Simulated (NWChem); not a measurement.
The numbers come from NWChem runs, not from measurements. System: HFGe, charge 1, spin multiplicity 2, at the geometry of a parent with another charge or spin, in a state set for the comparison that need not be this species' ground state. Its SCF solution wasn't tested for a lower state. Level: UPBE/6-311G** (spherical d).

Input file:

```
start mol
memory heap 200 mb stack 900 mb global 1100 mb
charge 1
geometry units angstroms nocenter noautoz
  Ge    -0.284611     0.250427     0.000000
  H      0.807917     1.465894     0.000000
  F      0.922182    -1.053286     0.000000
  symmetry group Cs
end
basis spherical
  * library 6-311g**
end
dft
  xc xpbe96 cpbe96
  odft
  mult 2
  semidirect memsize 60000000 filesize 0
  iterations 100
end
task dft energy
```

Part of the output:

```
             Northwest Computational Chemistry Package (NWChem) 7.3.0
             --------------------------------------------------------

                                NWChem Input Module
                                -------------------

 Scaling coordinates for geometry "geometry" by  1.889725989
 (inverse scale =  0.529177249)

 Turning off AUTOSYM since
 SYMMETRY directive was detected!

                             Geometry "geometry" -> ""
                             -------------------------

 Output coordinates in angstroms (scale by  1.889725989 to convert to a.u.)

  No.       Tag          Charge          X              Y              Z
 ---- ---------------- ---------- -------------- -------------- --------------
    1 Ge                  32.0000    -0.28461100     0.25042700     0.00000000
    2 H                    1.0000     0.80791700     1.46589400     0.00000000
    3 F                    9.0000     0.92218200    -1.05328600     0.00000000

 Effective nuclear repulsion energy (a.u.)      98.0374303323

            Nuclear Dipole moment (a.u.)
            ----------------------------
        X                 Y               Z
 ---------------- ---------------- ----------------
     0.0000056692    -0.0000302356     0.0000000000

      Symmetry information
      --------------------

 Group name             Cs
 Group number              2
 Group order               2
 No. of unique centers     3

      Symmetry unique atoms

     1    2    3


 Summary of "ao basis" -> "" (spherical)
 ------------------------------------------------------------------------------
       Tag                 Description            Shells   Functions and Types
 ---------------- ------------------------------  ------  ---------------------
 *                          6-311g**                  on all atoms

  pbe96 is a nonlocal functional; adding pw91lda local functional.

                                 NWChem DFT Module
                                 -----------------

 Summary of "ao basis" -> "ao basis" (spherical)
 ------------------------------------------------------------------------------
       Tag                 Description            Shells   Functions and Types
 ---------------- ------------------------------  ------  ---------------------
 Ge                         6-311g**                18       44   8s7p3d
 H                          6-311g**                 4        6   3s1p
 F                          6-311g**                 8       18   4s3p1d

 Summary of "ao basis" -> "ao basis" (spherical)
 ------------------------------------------------------------------------------
       Tag                 Description            Shells   Functions and Types
 ---------------- ------------------------------  ------  ---------------------
 Ge                         6-311g**                18       44   8s7p3d
 H                          6-311g**                 4        6   3s1p
 F                          6-311g**                 8       18   4s3p1d

      Symmetry analysis of basis
      --------------------------

        a'         49
        a"         19

            General Information
            -------------------
          SCF calculation type: DFT
          Wavefunction type:  spin polarized.
          No. of atoms     :     3
          No. of electrons :    41
           Alpha electrons :    21
            Beta electrons :    20
          Charge           :     1
          Spin multiplicity:     2
          Use of symmetry is: on ; symmetry adaption is: on
[...]
    16     -0.135406  1 Ge py                58     -0.103199  3 F  py

 Vector   19  Occ=1.000000D+00  E=-6.101952D-01  Symmetry=a"
              MO Center=  8.4D-01, -9.6D-01,  6.1D-14, r^2= 6.8D-01
   Bfn.  Coefficient  Atom+Function         Bfn.  Coefficient  Atom+Function
  ----- ------------  ---------------      ----- ------------  ---------------
    59      0.433827  3 F  pz                63      0.400659  3 F  pz
    55      0.307159  3 F  pz                26      0.106293  1 Ge pz
    23      0.095235  1 Ge pz                17     -0.066079  1 Ge pz
    29      0.045404  1 Ge pz                43     -0.044193  1 Ge d  1
    41     -0.039295  1 Ge d -1              33      0.033625  1 Ge d  1

 Vector   20  Occ=1.000000D+00  E=-6.003471D-01  Symmetry=a'
              MO Center=  6.4D-01, -8.4D-01, -1.1D-14, r^2= 1.2D+00
   Bfn.  Coefficient  Atom+Function         Bfn.  Coefficient  Atom+Function
  ----- ------------  ---------------      ----- ------------  ---------------
    58      0.385750  3 F  py                62      0.353531  3 F  py
    54      0.271829  3 F  py                 7     -0.239264  1 Ge s
    57      0.159165  3 F  px                61      0.150855  3 F  px
    53      0.113898  3 F  px                 8     -0.112965  1 Ge s
     6      0.110847  1 Ge s                 21      0.107786  1 Ge px

 Vector   21  Occ=0.000000D+00  E=-4.881400D-01  Symmetry=a'
              MO Center= -6.7D-02,  3.8D-01,  1.6D-14, r^2= 2.4D+00
   Bfn.  Coefficient  Atom+Function         Bfn.  Coefficient  Atom+Function
  ----- ------------  ---------------      ----- ------------  ---------------
     7      0.398156  1 Ge s                 46     -0.281262  2 H  s
     8      0.268824  1 Ge s                 24     -0.239713  1 Ge px
    21     -0.233390  1 Ge px                61      0.188849  3 F  px
    47     -0.182481  2 H  s                 57      0.181792  3 F  px
     6     -0.179771  1 Ge s                 15      0.160762  1 Ge px

 Vector   22  Occ=0.000000D+00  E=-3.955002D-01  Symmetry=a"
              MO Center= -2.1D-01,  2.5D-01,  1.2D-14, r^2= 2.2D+00
   Bfn.  Coefficient  Atom+Function         Bfn.  Coefficient  Atom+Function
  ----- ------------  ---------------      ----- ------------  ---------------
    26      0.527391  1 Ge pz                23      0.368317  1 Ge pz
    17     -0.255992  1 Ge pz                29      0.218663  1 Ge pz
    63     -0.164956  3 F  pz                59     -0.147470  3 F  pz
    55     -0.107031  3 F  pz                14      0.098016  1 Ge pz
    20     -0.056530  1 Ge pz                41      0.051069  1 Ge d -1

 Vector   23  Occ=0.000000D+00  E=-2.858690D-01  Symmetry=a'
              MO Center= -2.7D-01,  2.2D-01,  9.8D-15, r^2= 3.0D+00
   Bfn.  Coefficient  Atom+Function         Bfn.  Coefficient  Atom+Function
  ----- ------------  ---------------      ----- ------------  ---------------
    25      0.466709  1 Ge py                28      0.392682  1 Ge py
    60      0.326490  3 F  s                 24     -0.244152  1 Ge px
    22      0.242532  1 Ge py                27     -0.188260  1 Ge px
    16     -0.178891  1 Ge py                 7     -0.177534  1 Ge s
    47     -0.172036  2 H  s                 61     -0.160783  3 F  px

   alpha - beta orbital overlaps
   -----------------------------

   alpha      1      2      3      4      5      6      7      8      9     10
    beta      1      2      3      5      4      6      7      8      9     10
 overlap   1.000  1.000  1.000  0.951  0.951  1.000  1.000  1.000  0.798  0.798

   alpha     11     12     13     14     15     16     17     18     19     20
    beta     11     13     14     12     15     16     17     18     19     20
 overlap   0.998  0.764  0.996  0.764  0.994  1.000  0.995  0.986  1.000  0.992

   alpha     21     22     23     24     25     26     27     28     29     30
    beta     21     22     23     24     25     27     26     28     29     30
 overlap   0.991  0.999  0.992  0.989  0.984  0.984  0.998  0.997  0.991  0.995

   alpha     31     32     33     34     35     36     37     38     39     40
    beta     31     32     33     34     35     36     37     38     39     40
 overlap   0.993  0.991  0.994  0.997  0.931  0.931  1.000  1.000  0.963  0.964

   alpha     41     42     43     44     45     46     47     48     49     50
    beta     42     41     43     44     46     45     48     47     49     50
 overlap   1.000  0.996  0.980  0.978  0.710  0.976  0.720  0.976  0.985  0.996

   alpha     51     52     53     54     55     56     57     58     59     60
    beta     51     52     53     54     55     56     57     58     59     60
 overlap   0.979  0.966  0.974  0.966  0.991  1.000  1.000  1.000  1.000  1.000

   alpha     61     62     63     64     65     66     67     68
    beta     61     62     63     64     65     66     67     68
 overlap   0.998  0.998  1.000  1.000  1.000  0.999  0.999  1.000

     --------------------------
     Expectation value of S2:
     --------------------------
      <S2> =      0.7555 (Exact =     0.7500)

 center of mass
 --------------
 x =  -0.05441675 y =  -0.00042943 z =   0.00000000

 moments of inertia (a.u.)
 ------------------
          99.556313294757          80.453611554462           0.000000000000
          80.453611554462          81.150615683148           0.000000000000
           0.000000000000           0.000000000000         180.706928977905

     Multipole analysis of the density
     ---------------------------------

     L   x y z        total         alpha         beta         nuclear
     -   - - -        -----         -----         ----         -------
     0   0 0 0      1.000000    -21.000000    -20.000000     42.000000

     1   1 0 0     -0.671625     -0.285589     -0.386042      0.000006
     1   0 1 0      1.136279      0.145440      0.990869     -0.000030
     1   0 0 1      0.000000      0.000000     -0.000000      0.000000

     2   2 0 0    -13.279838    -28.181986    -24.017511     38.919659
     2   1 1 0      1.032817     17.492829     18.673364    -35.133376
     2   1 0 1     -0.000000     -0.000000      0.000000      0.000000
     2   0 2 0    -12.843666    -33.838139    -29.501754     50.496226
     2   0 1 1      0.000000      0.000000     -0.000000      0.000000
     2   0 0 2    -12.607358     -6.819755     -5.787603      0.000000

 Task  times  cpu:        2.3s     wall:        2.3s

 Total times  cpu:        2.3s     wall:        2.3s
```
